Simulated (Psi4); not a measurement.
hydrogen atom (H), doublet. Base run: CCSD(T)/aug-cc-pVDZ (Psi4).

Here is a job for Psi4.
```
memory 2 GB

molecule mol {
0 2
  H     0.000000    0.000000    0.000000
}

set basis aug-cc-pvdz
set reference uhf

energy('ccsd(t)')
print_variables()
```

The base run was repeated with changes; each row names its change, and settings that it needs were set with it.

```json
[
 {"change": "base", "ΔE vs base (kcal/mol)": "0.000", "MP2 correlation (Eh)": "0.00000", "basis functions": "9", "outcome": "converged"},
 {"change": "puream = on", "ΔE vs base (kcal/mol)": "0.000", "MP2 correlation (Eh)": "0.00000", "basis functions": "9", "outcome": "converged"},
 {"change": "method = scs-mp2", "ΔE vs base (kcal/mol)": "0.000", "MP2 correlation (Eh)": "0.00000", "basis functions": "9", "outcome": "converged"},
 {"change": "method = omp2", "ΔE vs base (kcal/mol)": "-", "MP2 correlation (Eh)": "-", "basis functions": "9", "outcome": "stopped with an error"},
 {"change": "puream = off", "ΔE vs base (kcal/mol)": "0.000", "MP2 correlation (Eh)": "0.00000", "basis functions": "9", "outcome": "converged"},
 {"change": "method = mp2", "ΔE vs base (kcal/mol)": "0.000", "MP2 correlation (Eh)": "0.00000", "basis functions": "9", "outcome": "converged"},
 {"change": "method = lccd", "ΔE vs base (kcal/mol)": "-", "MP2 correlation (Eh)": "-", "basis functions": "9", "outcome": "stopped with an error"},
 {"change": "method = mp3", "ΔE vs base (kcal/mol)": "-", "MP2 correlation (Eh)": "-", "basis functions": "9", "outcome": "stopped with an error"},
 {"change": "method = mp2.5", "ΔE vs base (kcal/mol)": "-", "MP2 correlation (Eh)": "-", "basis functions": "9", "outcome": "stopped with an error"},
 {"change": "method = ccsd", "ΔE vs base (kcal/mol)": "0.000", "MP2 correlation (Eh)": "0.00000", "basis functions": "9", "outcome": "converged"}
]
```

Open shells are given as the SCF converged; they aren't shown to be the lowest states, and a large step between rows can be another state.

- method = omp2: ended with `Fatal Error: There are no occupied orbitals with beta spin.`
- method = lccd: ended with `Iter    E_corr           E_total            DE           T2 RMS`
- method = mp3: ended with `Fatal Error: There are no occupied orbitals with beta spin.`
